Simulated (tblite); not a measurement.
C$_{7}$H$_{13}$O (SMILES CCC[CH]CC(C)=O), doublet, at a GFN2-xTB geometry; tblite 0.6.0 with GFN1-xTB.

The tblite input:
```
$ tblite run mol.xyz --method gfn1 --charge 0 --spin 1 --grad --json tblite.json --no-restart

# file mol.xyz
21

C      3.38027453    -0.33583070    -0.68043375
C      2.16856776     0.57366623    -0.52258039
C      1.15705611    -0.00850362     0.46156533
C     -0.04497465     0.82846865     0.64120314
C     -1.23001053     0.28369868     1.32297314
C     -1.77108523    -0.39265269     0.06457756
C     -2.75038086     0.43684392    -0.72588576
O     -1.39184253    -1.49319481    -0.28155010
H      4.08748564     0.08768572    -1.38968740
H      3.07478454    -1.31482425    -1.04266743
H      3.88766386    -0.46624055     0.27322118
H      2.49268136     1.55617208    -0.17100306
H      1.68719454     0.70818417    -1.49360353
H      1.64550125    -0.17696171     1.43155802
H      0.83413445    -1.00416585     0.11683783
H     -0.12743751     1.75995584     0.10668113
H     -1.91107985     1.03768586     1.70935143
H     -0.97537887    -0.45607566     2.07970583
H     -2.82354457     0.05852078    -1.74263205
H     -2.46332923     1.48424733    -0.73837126
H     -3.73061811     0.35723206    -0.25550550
```

It wrote (shortened):

```
xTB calculator
 | screened Coulomb repulsion
 | Coulomb electrostatics
 |  * isotropic Klopman-Ohno-Mataga-Nishimoto electrostatics
 |  * onsite third-order electrostatics
 | DFT-D3(BJ) dispersion correction

halogen bonding energy    0.0000000000000E+00 Eh
repulsion energy          3.4363074036697E-01 Eh
dispersion energy        -8.3447010324570E-03 Eh
number of electrons       4.7000000000000E+01 e
integral cutoff           1.9731147476801E+01 bohr

------------------------------------------------------------
  cycle        total energy    energy error   density error
------------------------------------------------------------
      1     -26.25382897978  -2.6589115E+01   6.0030580E-01
      2     -26.44444086754  -1.9061189E-01   3.4608414E-01
      3     -26.44371363603   7.2723151E-04   1.0079622E-01
      4     -26.44651748872  -2.8038527E-03   1.5279273E-02
      5     -26.44752972245  -1.0122337E-03   2.1343949E-03
      6     -26.44754111994  -1.1397486E-05   5.0237459E-04
      7     -26.44754145246  -3.3251640E-07   8.8242023E-05
      8     -26.44754146917  -1.6709251E-08   1.8148672E-05
------------------------------------------------------------

electronic energy        -2.6782827508501E+01 Eh
total energy             -2.6447541469166E+01 Eh

Post processing:
 | Mayer-Wiberg bond orders

[Info] Tight-binding results written to 'tblite.txt'
[Info] JSON dump of results written to 'tblite.json'
```
